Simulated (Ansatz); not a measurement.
Reaction (formal exchange of groups at a C–B bond): `B/C(C)=C/F` + CH₃OH → `C/C(=C/F)CO` + BH₃

Gas-phase electronic energies from Ansatz, PBE0-D4/def2-TZVP geometries. CCSD(T)/CBS is the MP2 limit (def2-TZVPP, def2-QZVPP) plus CCSD(T) − MP2 in def2-TZVPP, frozen cores. This one scheme is used for every species. Double bonds are as drawn, so ΔE can hold a change between cis and trans. Functionals use def2-TZVPP. B3LYP here is the variant with VWN-RPA as its local correlation; programs differ in this. Each species was taken in one conformer, which may not be the lowest.

```json
{"level": "PBE-D4", "ΔE (kJ/mol)": "76.7", "difference from CCSD(T)/CBS": "10.9"}
{"level": "r2SCAN-D4", "ΔE (kJ/mol)": "74.5", "difference from CCSD(T)/CBS": "8.7"}
{"level": "PBE0-D4", "ΔE (kJ/mol)": "72.3", "difference from CCSD(T)/CBS": "6.5"}
{"level": "B3LYP-D4", "ΔE (kJ/mol)": "70.7", "difference from CCSD(T)/CBS": "4.9"}
{"level": "ωB97X-V", "ΔE (kJ/mol)": "63.6", "difference from CCSD(T)/CBS": "-2.2"}
{"level": "ωB97M-V", "ΔE (kJ/mol)": "67.0", "difference from CCSD(T)/CBS": "1.2"}
{"level": "B2PLYP", "ΔE (kJ/mol)": "71.0", "difference from CCSD(T)/CBS": "5.2"}
{"level": "PBE", "ΔE (kJ/mol)": "79.4", "difference from CCSD(T)/CBS": "13.6"}
{"level": "r2SCAN", "ΔE (kJ/mol)": "75.5", "difference from CCSD(T)/CBS": "9.7"}
{"level": "PBE0", "ΔE (kJ/mol)": "74.6", "difference from CCSD(T)/CBS": "8.8"}
{"level": "B3LYP", "ΔE (kJ/mol)": "74.7", "difference from CCSD(T)/CBS": "8.9"}
{"level": "HF/def2-TZVPP", "ΔE (kJ/mol)": "62.9", "difference from CCSD(T)/CBS": "-2.9"}
{"level": "MP2/def2-TZVPP", "ΔE (kJ/mol)": "66.1", "difference from CCSD(T)/CBS": "0.3"}
{"level": "SCS-MP2/def2-TZVPP", "ΔE (kJ/mol)": "63.4", "difference from CCSD(T)/CBS": "-2.4"}
{"level": "CCSD/def2-TZVPP", "ΔE (kJ/mol)": "62.7", "difference from CCSD(T)/CBS": "-3.1"}
{"level": "CCSD(T)/def2-TZVPP", "ΔE (kJ/mol)": "63.9", "difference from CCSD(T)/CBS": "-1.9"}
{"level": "HF/def2-QZVPP", "ΔE (kJ/mol)": "63.6", "difference from CCSD(T)/CBS": "-2.2"}
{"level": "MP2/def2-QZVPP", "ΔE (kJ/mol)": "67.4", "difference from CCSD(T)/CBS": "1.6"}
{"level": "SCS-MP2/def2-QZVPP", "ΔE (kJ/mol)": "64.8", "difference from CCSD(T)/CBS": "-1.0"}
{"level": "HF/CBS(def2)", "ΔE (kJ/mol)": "63.7", "difference from CCSD(T)/CBS": "-2.1"}
{"level": "MP2/CBS(def2)", "ΔE (kJ/mol)": "67.9", "difference from CCSD(T)/CBS": "2.1"}
{"level": "CCSD/CBS(def2)", "ΔE (kJ/mol)": "64.6", "difference from CCSD(T)/CBS": "-1.2"}
{"level": "CCSD(T)/CBS", "ΔE (kJ/mol)": "65.8", "difference from CCSD(T)/CBS": "0"}
```

Largest T1 diagnostic among the species: 0.012.

The D4 term adds −4.0 kJ/mol with B3LYP and −2.4 kJ/mol with PBE0; it sums over pairs of atoms, weighted by their polarisabilities, and B3LYP, whose exchange is more repulsive, gets the larger term. From PBE to PBE0 (25 % exact exchange), in def2-TZVPP and without D4, ΔE moves by −4.8 kJ/mol.
